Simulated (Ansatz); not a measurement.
Cost and result for the atomization energy of C3H10Si2, SMILES `CC1([SiH3])C[SiH2]1` (15 atoms, 15 bonds).

```tsv
atom	x (Å)	y (Å)	z (Å)
C1	0.508	0.712	1.398
C2	0.058	0.051	0.109
Si3	1.410	-0.367	-1.091
C4	-1.063	-1.013	0.256
Si5	-1.588	0.525	-0.615
H6	1.136	0.035	1.988
H7	1.084	1.621	1.205
H8	-0.343	0.994	2.027
H9	2.171	0.854	-1.471
H10	0.821	-0.974	-2.317
H11	2.368	-1.349	-0.504
H12	-0.955	-1.938	-0.302
H13	-1.408	-1.179	1.273
H14	-1.797	0.512	-2.078
H15	-2.402	1.514	0.123
```

Charge 0, multiplicity 1. Geometry: relaxed with PBE0-D4/def2-TZVP. Program: Ansatz. All runs use 4 threads of an AMD EPYC 7B13 on a shared host. Times are those of one run each, without the atoms' runs, and a repeat can differ threefold. Electronic energies, without spin–orbit coupling; frozen cores. CCSD(T)/CBS adds CCSD(T) − MP2 in def2-TZVPP to the MP2 limit, and its time is that of the two runs behind it. T1 = 0.011. B3LYP takes the VWN-RPA correlation (the form of Gaussian; ORCA's B3LYP/G).

CCSD(T)/CBS is a level of theory with its own doubt, some kJ/mol a heavy atom from the limit and from the frozen cores, so smaller differences don't rank the functionals.

```tsv
level	functions	wall time	atomization (kcal/mol)	difference from CCSD(T)/CBS	per bond
PBE-D4/def2-TZVPP (with forces)	317	3.3 s	1283.2	10.0	0.7
PBE0-D4/def2-TZVPP	317	4 s	1274.4	1.2	0.1
r2SCAN-D4/def2-TZVPP (with forces)	317	5.5 s	1275.8	2.6	0.2
B3LYP-D4/def2-TZVPP (with forces)	317	7 s	1272.1	-1.1	-0.1
B2PLYP/def2-TZVPP	317	7.5 s	1256.8	-16.4	-1.1
ωB97X-V/def2-TZVPP	317	9 s	1279.3	6.1	0.4
ωB97M-V/def2-TZVPP (with forces)	317	14 s	1276.5	3.3	0.2
MP2/def2-QZVPP	611	34 s	1268.1	-5.1	-0.3
CCSD(T)/def2-TZVPP	317	10 min	1244.0	-29.2	-2.0
CCSD(T)/CBS(def2)	–	11 min	1273.2	0.0	0.0
```

From PBE to PBE0 (25 % exact exchange), in def2-TZVPP and without D4, the atomization energy moves by −7.5 kcal/mol: exact exchange takes away binding that semilocal exchange gives to molecules. In def2-TZVPP, CCSD(T) changes the Hartree–Fock value by +284.6 kcal/mol (the triples alone add +15.1 kcal/mol) and MP2 by +291.4 kcal/mol; breaking electron pairs costs correlation energy, which Hartree–Fock lacks. The D4 term adds +14.2 kcal/mol with B3LYP and +7.5 kcal/mol with PBE0; it sums over pairs of atoms, weighted by their polarisabilities, and B3LYP, whose exchange is more repulsive, gets the larger term.
